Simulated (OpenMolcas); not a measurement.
## Pt2+: moving or changing the point charges

Pt2+ among 8 point charges of -1.2 e arranged as a cube (Oh), 2.14 Å from the ion.
```
   1.2355    1.2355    1.2355  -1.20
   1.2355    1.2355   -1.2355  -1.20
   1.2355   -1.2355    1.2355  -1.20
   1.2355   -1.2355   -1.2355  -1.20
  -1.2355    1.2355    1.2355  -1.20
  -1.2355    1.2355   -1.2355  -1.20
  -1.2355   -1.2355    1.2355  -1.20
  -1.2355   -1.2355   -1.2355  -1.20
```

- Program: OpenMolcas
- Method: SS-CASPT2, IPEA 0.25 Eh, imaginary shift 0.1 Eh (closed shells correlated: 5s 5p)
- Basis: ANO-RCC-VTZP [8s7p5d3f1g]
- Scalar Hamiltonian: DKH2, point nucleus
- Active space: 8 electrons in 5 orbitals (5d)
- State averaging: 2S+1 = 3 even, 10 roots; 2S+1 = 1 even, 15 roots
- Spin-orbit coupling: RASSI with atomic mean-field integrals over the reference wave functions

Runs around this geometry, states (labels of O, the rotations of Oh). Energies in cm-1 above the lowest state or level, χT in cm3 K/mol; under a threefold ground state the first gap can be a small split of the lowest multiplet, not the spin-orbit step; 10Dq and B are least-squares fits to the states below 45000 cm-1, weighted by degeneracy, with a free offset, and given where the rms deviation is under 5 % of |10Dq| (or 100 cm-1) and under 700 cm-1; 10Dq is negative for this site.

| R (Å) | q (e) | Ground state | First state of that spin | 10Dq | B (rms of fit) | First gap with spin-orbit (degeneracies) | χT at 300 K | First state of another spin |
| --- | --- | --- | --- | --- | --- | --- | --- | --- |
| 2.14 | -0.6 | 3T1 | 3T2 2110 |  |  | 710 (1, 3) | 2.163 | 1T2 9220 |
| 2.01 | -1.2 | 3T1 | 3T2 6670 | -7606 | 614 (318) | 1730 (1, 3) | 0.928 | 1T2 9870 |
| 2.14 | -1.2 | 3T1 | 3T2 4640 | -5695 | 603 (232) | 1320 (1, 3) | 1.228 | 1T2 9640 |
| 2.32 | -1.2 | 3T1 | 3T2 3000 |  |  | 940 (1, 3) | 1.699 | 1T2 9420 |

Taking the first state of the same spin as R^-n, n = -ln(3000 / 6670) / ln(2.32 / 2.01) = 5.6 between the shortest and longest distance.

Scaling the charges by -0.6 / -1.2 = 0.50 scales the first state of the same spin by 2110 / 4640 = 0.45; with fixed orbitals a first-order splitting would follow the charge.

Roots that are degenerate in the reference are averaged as groups; the widest CASPT2 spread within a group is 430 cm-1 (the 3-fold group of multiplicity 3 near 6670 cm-1 above the lowest state of its run, R = 2.01, q = -1.2). Shifts and gaps below about the spread of the groups concerned are not significant. Real 4d8 and 5d8 ions are as a rule square planar and diamagnetic. Free-ion shares, where given, are those of the reference states; single-state CASPT2 does not remix them. An orbital triplet at a regular site is open to Jahn-Teller coupling, which can distort the site and quench the lowest spin-orbit gaps and is left out (holds for R = 2.14, q = -0.6; R = 2.14, q = -1.2; R = 2.32, q = -1.2). Point charges carry no covalency, so the field is a model and not that of real ligands. No measured value stands beside these numbers.
